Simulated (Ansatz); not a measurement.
Coupled-cluster diagnostics for the cluster Pt₂H₃⁻, Ansatz.

Geometry of the singlet (r2SCAN-D4/def2-TZVPD):

```xyz
5

Pt   -0.099    0.704   -1.006
Pt   -0.045   -1.056    0.633
H    -0.455   -1.109   -1.176
H     0.254    2.195   -0.590
H     0.344   -0.734    2.138
```

In the def2 sets Pt takes a core potential; there is no spin–orbit coupling. Correlated methods freeze no core orbitals; core or outer-core shells of Pt are correlated, in sets that lack core-valence functions. Another isomer (singlet) lies 0.73 eV lower at PBE0-D4/def2-TZVPD; other spin states weren't run for this one.

**Question.** Estimate the CCSD(T) correlation energy, the shares of MP2 and (T), T1 and the reference's ⟨S²⟩ for: charge -1, singlet, own geometry in def2-TZVPPD; and the rough time on 4 threads of Arm Neoverse V1 on a shared host.

**Answer.** 
| state | basis | correlation (eV) | MP2 share (%) | (T) share (%) | T1 | ⟨S²⟩ (pure) | wall time | remarks |
| --- | --- | --- | --- | --- | --- | --- | --- | --- |
| charge -1, singlet, own geometry | def2-TZVPPD | -35.538 | 103.4 | 4.8 | 0.035 | 0.00 (0.00) | 33 s | restricted SCF unstable |
Customary marks for T1 are 0.02 (closed shells), 0.045 (open shells) and about 0.05 (3d metals). T1 exceeds 0.02 in 1 of 1 rows and 0.045 in 0; the higher it lies, the less the single-reference result can be trusted.
